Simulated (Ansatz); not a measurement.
Breaking the Sn1–H4 bond in BrFH2Sn (SMILES [F][SnH2][Br]) (multiplicity 1 held, fragments rigid). Energies count from the point at 1.700 Å.
Geometry at that point (charge 0, multiplicity 1):
```xyz
5

Sn    -0.821    -0.254     0.041
F     -1.533     1.436    -0.555
Br     1.642     0.046     0.070
H     -1.242    -1.377    -1.163
H     -1.388    -0.454     1.631
```

R- and RO- levels are restricted; in cc, def2 and unpolarised 6-31G sets they are followed outwards from rest. Active spaces are followed from a long bond inwards. Curves can end on different states.

Correlated levels freeze the cores. Filled d and f shells under p-block atoms count as core.

Programs: Ansatz (Gaussian orbitals). Each number belongs to the level named beside it. In def2 rows elements past Kr take small-core potentials, without spin–orbit coupling.

Energies in eV.

```csv
R (Å),R-MP2/def2-SVP,"CASSCF(2,2)/def2-SVP","FIC-NEVPT4(SD) on CASSCF(2,2)/def2-SVP","FIC-MRCISD+Q on CASSCF(2,2)/def2-SVP"
1.360,1.45,1.52,1.47,1.47
1.530,0.28,0.32,0.30,0.29
1.700,0.00,0.00,0.00,0.00
1.869,0.18,0.13,…,0.16
2.039,0.58,0.47,0.51,0.52
2.294,1.35,1.10,…,1.20
2.549,2.12,1.71,1.82,1.84
2.974,3.20,2.44,2.58,2.61
3.399,3.95,2.80,2.96,2.99
3.909,4.43,2.96,3.13,3.16
4.589,4.48,3.02,3.18,3.22
5.438,3.96,3.02,…,3.23
```

**Question.** Complete the blanks.

**Answer.** 
- 1.869, FIC-NEVPT4(SD) on CASSCF(2,2)/def2-SVP: 0.15
- 5.438, FIC-NEVPT4(SD) on CASSCF(2,2)/def2-SVP: 3.19
- 2.294, FIC-NEVPT4(SD) on CASSCF(2,2)/def2-SVP: 1.19

Doubts at one or more of the structures used: a restricted determinant that unrestricted orbitals would lower (R-MP2/def2-SVP).

Ansatz is an electronic-structure program.
